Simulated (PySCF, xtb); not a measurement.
FH5Si2, SMILES F[SiH2][SiH3]. Atoms are numbered in the order given.

```xyz
8

Si     0.1391     1.5245     0.0000
Si    -0.5173    -0.7286     0.0000
F      0.7913    -1.6727     0.0000
H     -1.0828     2.3669     0.0000
H      0.9390     1.8348    -1.2084
H      0.9390     1.8348     1.2084
H     -1.3111    -1.0624     1.2058
H     -1.3111    -1.0624    -1.2058
```
Charge 0, spin multiplicity 1.

Geometry optimised at B3LYP-D3(BJ)/def2-TZVP.

The numbers are results of C-PCM-ωB97X/def2-SVP in PySCF, not measurements.

The values are the electrostatic part of the solvation free energy, E(continuum) − E(gas) at the gas-phase geometry, in a cavity of scaled van der Waals radii (PySCF's table); cavitation and dispersion terms are not included. In vacuum the orbital gap is 12.51 eV. The dipole moment in vacuum is 1.33 D.

Computed values in water (ε = 78.36), diethylether (ε = 4.24), dimethylsulfoxide (ε = 46.83):
| solvent | ε | ΔG(elec) (kcal/mol) | dipole (D) | gap (eV) |
|---|---|---|---|---|
| water | 78.36 | -1.5 | 1.61 | 12.52 |
| diethylether | 4.24 | -1.1 | 1.53 | 12.52 |
| dimethylsulfoxide | 46.83 | -1.5 | 1.60 | 12.52 |

For comparison, GFN2-xTB/ALPB(water) (xtb, at the GFN2-xTB geometry, all terms of that model) gives 0.2 kcal/mol.
